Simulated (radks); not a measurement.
Results of a calculation; reference values are marked as such.
Fractional charge and spin in the 2s shell of nitrogen: the spin-up occupation runs from 0 to 1 and the spin-down occupation from 0 to 1; the fullest corner is N, [He] 2p(up 1.5, down 1.5) 2s(up 1, down 1). Level of theory: non-relativistic Kohn-Sham, PBE, spin-polarised, spherical densities, point nucleus (a radial shooting solver on a logarithmic mesh with Libxc functionals). Energy (eV) minus the two flat planes that join the four corners (they meet along the diagonal where the two added fractions sum to one electron); zero is where a piecewise linear energy would lie.

| down \ up | 0 | 0.25 | 0.5 | 0.75 | 1 |
|---|---|---|---|---|---|
| 0 | 0.000 | -1.419 | -1.883 | -1.404 | 0.000 |
| 0.25 | -1.419 | -1.732 | -1.119 | 0.405 | -1.215 |
| 0.5 | -1.883 | -1.119 | 0.540 | -0.959 | -1.603 |
| 0.75 | -1.404 | 0.405 | -0.959 | -1.481 | -1.188 |
| 1 | 0.000 | -1.215 | -1.603 | -1.188 | 0.000 |

Corners above the fullest one (they belong to N+ and the next ion): (up 1, down 0) 24.805 eV, (up 0, down 1) 24.805 eV, (up 0, down 0) 65.752 eV. With half an added electron in each spin the energy lies 0.540 eV from the planes, and with half an added electron in spin up alone -1.883 eV. The planes are only a guide here: the flat-plane condition holds for ground states with one frontier orbital, while this shell lies below other occupied shells, so the corners above the fullest one are inner-hole states and not the ground states of those ions.
